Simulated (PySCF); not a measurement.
GaS⁺: script and output

Input:

```python
from pyscf import gto, scf
from pyscf.hessian import thermo

mol = gto.M(
    atom='Ga 0 0 0; S 0 0 2.405',
    basis='pcseg-1',
    charge=1,
    spin=2,
    verbose=4,
)
mf = scf.UHF(mol)
mf.kernel()
hess = mf.Hessian().kernel()
print('wavenumber (cm^-1) =', thermo.harmonic_analysis(mol, hess)['freq_wavenumber'].round(1))
mf.dip_moment()
print('orbital energies (hartree):', [e[max(0, n-3):n+3].round(4) for e, n in zip(mf.mo_energy, mol.nelec)])
```

```bash
$ OMP_NUM_THREADS=1 python input.py
```

It prints (some set-up lines and the per-cycle HOMO/LUMO lines with their warnings removed):

```
PySCF version 2.14.0

[INPUT] Symbol           X                Y                Z      unit          X                Y                Z       unit  Magmom
[INPUT]  1 Ga     0.000000000000   0.000000000000   0.000000000000 AA    0.000000000000   0.000000000000   0.000000000000 Bohr   0.0
[INPUT]  2 S      0.000000000000   0.000000000000   2.405000000000 AA    0.000000000000   0.000000000000   4.544791329579 Bohr   0.0

nuclear repulsion = 109.13592374899
number of shells = 6
number of NR pGTOs = 126
number of NR cGTOs = 45
basis = pcseg-1
ecp = {}

******** <class 'pyscf.scf.uhf.UHF'> ********
method = UHF
initial guess = minao
damping factor = 0
level_shift factor = 0
DIIS = <class 'pyscf.scf.diis.CDIIS'>
SCF conv_tol = 1e-09
SCF max_cycles = 50
number electrons alpha = 24  beta = 22
init E= -2319.65881989953

cycle= 1 E= -2320.16659338993  delta_E= -0.508  |g|= 0.185  |ddm|= 1.28
cycle= 2 E= -2320.20767708966  delta_E= -0.0411  |g|= 0.0652  |ddm|= 0.573
cycle= 3 E= -2320.21271161199  delta_E= -0.00503  |g|= 0.0279  |ddm|= 0.115
cycle= 4 E= -2320.21454894449  delta_E= -0.00184  |g|= 0.0106  |ddm|= 0.103
cycle= 5 E= -2320.21486270438  delta_E= -0.000314  |g|= 0.00363  |ddm|= 0.0463
cycle= 6 E= -2320.21490484629  delta_E= -4.21e-05  |g|= 0.00179  |ddm|= 0.0183
cycle= 7 E= -2320.21491751611  delta_E= -1.27e-05  |g|= 0.000951  |ddm|= 0.00952
cycle= 8 E= -2320.2149229912  delta_E= -5.48e-06  |g|= 0.00039  |ddm|= 0.0074
cycle= 9 E= -2320.21492399458  delta_E= -1e-06  |g|= 0.000131  |ddm|= 0.00362
cycle= 10 E= -2320.21492408692  delta_E= -9.23e-08  |g|= 4.88e-05  |ddm|= 0.000965
cycle= 11 E= -2320.21492409831  delta_E= -1.14e-08  |g|= 1.37e-05  |ddm|= 0.000353
cycle= 12 E= -2320.21492409902  delta_E= -7.06e-10  |g|= 3.84e-06  |ddm|= 9.53e-05
Extra cycle  E= -2320.21492409905  delta_E= -3.14e-11  |g|= 2.14e-06  |ddm|= 8.93e-06
converged SCF energy = -2320.21492409905  <S^2> = 2.063259  2S+1 = 3.0418804
wavenumber (cm^-1) = [51.4]

WARN: System has nonzero charge 1; the dipole moment is origin-dependent.
Location of origin: [0. 0. 0.]

Dipole moment(X, Y, Z, Debye):  0.00000, -0.00000,  1.60165
orbital energies (hartree): [array([-0.6954, -0.6294, -0.6245, -0.1902, -0.1835, -0.1081]), array([-1.0283, -0.6732, -0.5906, -0.2604, -0.2353, -0.1694])]
```

In short: E(SCF) = -2320.214924 Eh, 12 cycles, ⟨S²⟩ = 2.063, wavenumbers 51 cm⁻¹.

Run time: 29 s on 1 thread of Arm Neoverse N1 (shared host).

The bond length is a typed value, not an optimised one, so the wavenumber is not that of the minimum. The dipole of an ion depends on the origin. No search for the lowest solution was made.
